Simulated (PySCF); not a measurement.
# C12H9F: Chemical shifts up a ladder of levels

System: C12H9F (measured compound), SMILES Fc1ccccc1-c1ccccc1.

Atom-mapped SMILES (hydrogens are numbered by the atom that bears them): [F:1][c:2]1[cH:3][cH:4][cH:5][cH:6][c:7]1-[c:8]1[cH:9][cH:10][cH:11][cH:12][cH:13]1

GIAO shifts in ppm, gas phase, PySCF SCF with an in-house response code; 1H, 13C and 29Si against isolated TMS and 19F against isolated CFCl3 at the same level and kind of geometry; averaged over atoms that symmetry or fast rotation interchanges.

| atom | KT3/pcSseg-1 on GFN2-xTB | KT3/pcSseg-2 on PBE0-D3(BJ) |
| --- | --- | --- |
| C2 | 158.7 | 161.8 |
| C3 | 110.6 | 113.6 |
| C4 | 122.2 | 126.1 |
| C5 | 117.7 | 121.4 |
| C6 | 124.5 | 128.4 |
| C7 | 125.8 | 129.0 |
| C8 | 130.8 | 135.6 |
| C9/13 | 123.5 | 127.4 |
| C10/12 | 121.9 | 126.1 |
| C11 | 121.1 | 125.2 |
| F1 | -136.7 | -135.0 |
| H on 3 | 7.13 | 7.01 |
| H on 4 | 7.30 | 7.23 |
| H on 5 | 7.14 | 7.10 |
| H on 6 | 7.27 | 7.44 |
| H on 9/13 | 7.42 | 7.62 |
| H on 10/12 | 7.42 | 7.39 |
| H on 11 | 7.33 | 7.27 |

Problem. What are the shifts at PBE0/pcSseg-2 on PBE0-D3(BJ)?

Solution. 
```tsv
atom	shift / ppm
C2	172.1
C3	124.7
C4	138.1
C5	132.8
C6	140.7
C7	140.0
C8	147.1
C9/13	139.3
C10/12	137.8
C11	137.0
F1	-120.3
H on 3	7.31
H on 4	7.53
H on 5	7.41
H on 6	7.76
H on 9/13	7.93
H on 10/12	7.69
H on 11	7.59
```
